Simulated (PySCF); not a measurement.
thionyl fluoride (F2OS), SMILES O=S(F)F.

Geometry: PBE-D3(BJ)/def2-TZVP.

Level of theory: PBE-D3(BJ)/def2-TZVP (PySCF 2.14.0).

Frequencies are harmonic and unscaled.

Problem. List the normal modes with their intensities. (Estimate from the structure and the level; the computed values follow.)

Solution. 
| mode | ν (cm⁻¹) | IR (km/mol) | moving atoms (share of kinetic energy) |
|---|---|---|---|
| 1 | 331 | 2.4 | F 83 %, S 10 % |
| 2 | 361 | 2.3 | O 48 %, F 43 %, S 9 % |
| 3 | 480 | 18.3 | F 42 %, O 34 %, S 24 % |
| 4 | 684 | 201.1 | F 56 %, S 44 % |
| 5 | 750 | 162.4 | F 51 %, S 47 % |
| 6 | 1288 | 136.3 | O 65 %, S 35 % |
